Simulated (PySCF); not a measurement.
## Structure from 2D NMR

Compound of formula C5H11NO2Si. Correlations simulated from computed shifts and the bond graph:

HSQC (one-bond C–H):
```
  δH     δC
8.90  185.9
4.59   94.0
4.52   75.4
4.03   94.0
3.77   56.2
```

COSY cross peaks (H two or three bonds apart, from the bond graph; peaks can be absent where the dihedral angle is near 90°):
```
  δH    δH
8.90  4.52
4.59  4.03
```

HMBC (two and three bonds, from the bond graph):
```
  δH                  δC
8.90                75.4
5.56  185.9, 179.6, 94.0
4.59               179.6
4.52               185.9
4.03               179.6
3.77               179.6
```

Carbons without hydrogens: δ 179.6.

Computed data (PySCF 2.14): geometry: GFN2-xTB, GIAO PBE0/pcSseg-1 shieldings. One conformer, fast rotation and ring inversion assumed for equivalent nuclei, no solvent, no relativistic terms.

Shifts are taken against calculated references (same method and geometry level): 1H, 13C against TMS.

Exchangeable hydrogens are left out of these lists.

Task: Assemble the structure.

Result: SMILES C(=N/[SiH2]C(=C)OC)/CO.

Mapped SMILES: `[CH2:1]=[C:2]([O:3][CH3:4])[SiH2:5]/[N:6]=[CH:7]\[CH2:8][OH:9]`. Hydrogens are named by the atom that carries them. Ha(C1) is cis to O3; Hb(C1) is trans to O3.

1. δC 185.9 is C7, a C=N carbon (δH 8.90).
2. δC 179.6 is C2, an alkene carbon bearing oxygen.
3. δC 94.0 is C1, a β carbon of an enol-ether or enamine type C=C (δH 4.59, 4.03).
4. δC 75.4 is C8, an sp3 CH2 bonded to O (δH 4.52).
5. δC 56.2 is C4, a methyl carbon bonded to O (δH 3.77).
6. HMBC from δH 5.56 reaches the proton-free carbon C2.
7. HMBC from δH 4.59 reaches the proton-free carbon C2.
8. HMBC from δH 4.03 reaches the proton-free carbon C2.
9. HMBC from δH 3.77 reaches the proton-free carbon C2.
10. COSY links 8.90–4.52, 4.59–4.03.

The shifts were computed for this structure.

Exchangeable OH/NH protons stand at their gas-phase positions; hydrogen bonding in a real sample shifts them, mostly to higher δ. Shifts are as computed. Against solution values, carbons near 30 ppm lie about +3 ppm off and those near 130 ppm about +5 ppm. Of 1309 compounds with measured shifts, 239 miss one by over three times the rms of a fit or turn the order of signals round; such compounds aren't used in these exercises.
